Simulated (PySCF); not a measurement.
# `C[C@H](N)[C@@H]1C[C@@H]1S`, C₅H₁₁NS

Molfile (atoms numbered from 1):
```
C5H11NS
     RDKit          3D

 18 18  0  0  0  0  0  0  0  0999 V2000
   -1.8663   -0.3662    0.7529 C   0  0  0  0  0  0  0  0  0  0  0  0
   -0.6397    0.3396    0.1649 C   0  0  2  0  0  0  0  0  0  0  0  0
   -0.9311    1.1160   -1.0393 N   0  0  0  0  0  0  0  0  0  0  0  0
    0.4416   -0.6710   -0.1639 C   0  0  2  0  0  0  0  0  0  0  0  0
    1.5732   -0.9074    0.7914 C   0  0  0  0  0  0  0  0  0  0  0  0
    1.8270   -0.2128   -0.5111 C   0  0  2  0  0  0  0  0  0  0  0  0
    2.2183    1.5464   -0.5299 S   0  0  0  0  0  0  0  0  0  0  0  0
   -1.5827   -0.9400    1.6312 H   0  0  0  0  0  0  0  0  0  0  0  0
   -2.3012   -1.0444    0.0198 H   0  0  0  0  0  0  0  0  0  0  0  0
   -2.6218    0.3622    1.0425 H   0  0  0  0  0  0  0  0  0  0  0  0
   -0.2510    1.0487    0.9056 H   0  0  0  0  0  0  0  0  0  0  0  0
   -1.6439    1.8116   -0.8462 H   0  0  0  0  0  0  0  0  0  0  0  0
   -1.2841    0.5068   -1.7713 H   0  0  0  0  0  0  0  0  0  0  0  0
    0.0758   -1.5259   -0.7229 H   0  0  0  0  0  0  0  0  0  0  0  0
    1.6032   -0.3060    1.6874 H   0  0  0  0  0  0  0  0  0  0  0  0
    1.9536   -1.9092    0.9227 H   0  0  0  0  0  0  0  0  0  0  0  0
    2.3700   -0.7465   -1.2795 H   0  0  0  0  0  0  0  0  0  0  0  0
    1.0503    1.9045   -1.0660 H   0  0  0  0  0  0  0  0  0  0  0  0
  1  2  1  0
  2  3  1  0
  2  4  1  0
  4  5  1  0
  5  6  1  0
  6  7  1  0
  6  4  1  0
  1  8  1  0
  1  9  1  0
  1 10  1  0
  2 11  1  1
  3 12  1  0
  3 13  1  0
  4 14  1  6
  5 15  1  0
  5 16  1  0
  6 17  1  6
  7 18  1  0
M  END
```

Method used: PySCF 2.14.0, TDDFT wB97X-D/aug-cc-pVDZ circular dichroism and optical rotation, one conformer, gas phase. Geometry: GFN2-xTB.

The molecule is flexible and this is one conformer; a measurement averages over conformers.

(1) Draw the ECD and absorption spectra from the lowest 12 states, each a Gaussian of half-width 0.2 eV at 1/e height.

Results:

(1) 
| E (eV) | λ (nm) | Δε (L mol⁻¹ cm⁻¹) | ε (L mol⁻¹ cm⁻¹) |
| --- | --- | --- | --- |
| 5.31 | 234 | 0.00 | 0.136 |
| 5.41 | 229 | -0.03 | 2.01 |
| 5.51 | 225 | -0.18 | 20.8 |
| 5.61 | 221 | -0.63 | 146 |
| 5.71 | 217 | -1.21 | 684 |
| 5.81 | 214 | -0.49 | 2130 |
| 5.91 | 210 | +3.55 | 4440 |
| 6.01 | 206 | +9.49 | 6220 |
| 6.11 | 203 | +11.24 | 5890 |
| 6.21 | 200 | +6.30 | 3900 |
| 6.31 | 197 | -0.06 | 2040 |
| 6.41 | 194 | -3.35 | 1060 |
| 6.51 | 191 | -4.34 | 703 |
| 6.61 | 188 | -4.44 | 747 |
| 6.71 | 185 | -3.45 | 973 |
| 6.81 | 182 | -2.39 | 1070 |
| 6.91 | 180 | -3.49 | 1020 |
| 7.01 | 177 | -6.99 | 1150 |
| 7.11 | 174 | -10.24 | 1620 |
| 7.21 | 172 | -10.28 | 2060 |

Δε uses R in velocity form, ε uses f in length form. Only the states computed contribute, so the short-wavelength end is incomplete.

The sign of the CD band at 171 nm isn't settled: the length form gives the opposite one.
